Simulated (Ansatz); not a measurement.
Gas-phase electronic energies from Ansatz, PBE0-D4/def2-TZVP geometries. CCSD(T)/CBS adds triple-zeta CCSD(T) − MP2 to the extrapolated MP2 energy (def2 sets, frozen cores). This one scheme is used for every species. DFT in def2-TZVPP. B3LYP here is the variant with VWN-RPA as its local correlation; programs differ in this. For Se outer-core shells are correlated without core-valence functions, which leaves a few kJ/mol of doubt a bond. Scalar relativity is left out up to krypton. One conformer a species, not always the lowest.

Consider the cleavage of the Si–Al bond: `O[SiH2][AlH][F]` + `[SiH3][SeH]` → `O[SiH2][Se][SiH3]` + `[F][AlH2]`.

`O[SiH2][AlH][F]`:

Cartesian coordinates in Å:
```
O -1.311 1.434 -0.036
Si -0.923 -0.146 0.279
Al 1.479 -0.558 -0.079
F 2.229 0.650 -0.933
H -0.798 1.882 -0.710
H -1.732 -1.078 -0.565
H -1.329 -0.404 1.688
H 2.385 -1.781 0.356
```

`[SiH3][SeH]`:

```xyz
6

Si    0.026    0.483   -0.312
Se    0.832   -1.342    0.789
H    -0.865    0.092   -1.433
H     1.230    1.171   -0.839
H    -0.714    1.385    0.604
H    -0.509   -1.789    1.191
```

`O[SiH2][Se][SiH3]`:

```xyz
10

O     0.828    0.503   -2.283
Si   -0.129   -0.508   -1.416
Se    0.908   -1.318    0.446
Si   -0.117    0.158    1.846
H     1.285    1.199   -1.810
H    -0.435   -1.637   -2.318
H    -1.370    0.170   -0.956
H    -1.562   -0.146    1.986
H     0.557    0.030    3.162
H     0.035    1.548    1.342
```

`[F][AlH2]`:

Z-matrix (Å, degrees):
```
Al
F 1 1.650
H 1 1.576 2 117.0
H 1 1.576 2 117.0 3 -179.9
```

| level | ΔE (kcal/mol) | difference from CCSD(T)/CBS |
| --- | --- | --- |
| PBE-D4 | -17.6 | 3.4 |
| B3LYP-D4 | -19.6 | 1.4 |
| ωB97M-V | -21.6 | -0.6 |
| B2PLYP | -19.8 | 1.2 |
| r2SCAN | -19.7 | 1.3 |
| PBE0 | -17.8 | 3.2 |
| HF/def2-TZVPP | -20.2 | 0.8 |
| MP2/def2-TZVPP | -23.4 | -2.4 |
| SCS-MP2/def2-TZVPP | -22.1 | -1.1 |
| CCSD/def2-TZVPP | -19.7 | 1.3 |
| HF/def2-QZVPP | -20.2 | 0.8 |
| MP2/def2-QZVPP | -24.0 | -3.0 |
| SCS-MP2/def2-QZVPP | -22.6 | -1.6 |
| HF/CBS(def2) | -20.2 | 0.8 |
| MP2/CBS(def2) | -24.4 | -3.4 |
| CCSD/CBS(def2) | -20.7 | 0.3 |
| CCSD(T)/CBS | -21.0 | 0 |

Largest T1 diagnostic among the species: 0.013.

From PBE to PBE0 (25 % exact exchange), in def2-TZVPP and without D4, ΔE moves by −1.4 kcal/mol. The D4 term adds −2.1 kcal/mol with B3LYP and −1.1 kcal/mol with PBE0; it sums over pairs of atoms, weighted by their polarisabilities, and B3LYP, whose exchange is more repulsive, gets the larger term.
